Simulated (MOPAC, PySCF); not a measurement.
Positional isomers: norbornane formyl+boryl. All species are isolated molecules in the gas phase. One relaxed conformer stands for each flexible species; it need not be the lowest. Strings in code marks are SMILES.

Quantity: electronic energy of isomers of C8H13BO relative to `B[C@]12CC[C@](C=O)(CC1)C2`, in kcal/mol. Semi-empirical values (MOPAC) are differences of heats of formation.

Level 1: B3LYP-D3(BJ)/def2-TZVP // PBE0-D4/def2-SVP (PySCF)
Level 2: BP86/6-31G* // PBE0-D4/def2-SVP (PySCF)
Level 3: HF/6-31G* // PBE0-D4/def2-SVP (PySCF)
Level 4: PM7 // PBE0-D4/def2-SVP (MOPAC)

| species | level 2 | level 3 | level 4 |
|---|---|---|---|
| `B[C@]12CC[C@H](CC1)[C@@H]2C=O` | 2.61 | 2.42 | 1.25 |
| `B[C@@]12CC[C@@H](C[C@@H]1C=O)C2` | 0.15 | 1.24 | 0.82 |
| `B[C@@H]1C[C@H]2C[C@@H]1C[C@@H]2C=O` | 2.11 | 1.47 | 3.55 |

Question: What does level 1 give for each, and how far do the other levels lie from it on average?

Answer: 
- `B[C@]12CC[C@H](CC1)[C@@H]2C=O`: 1.97
- `B[C@@]12CC[C@@H](C[C@@H]1C=O)C2`: 0.22
- `B[C@@H]1C[C@H]2C[C@@H]1C[C@@H]2C=O`: 1.70
Mean absolute difference from level 1, which has limits of its own, over these rows (drawn at random from the members that have all these levels): level 2 0.38 kcal/mol, level 3 0.57 kcal/mol, level 4 1.05 kcal/mol.
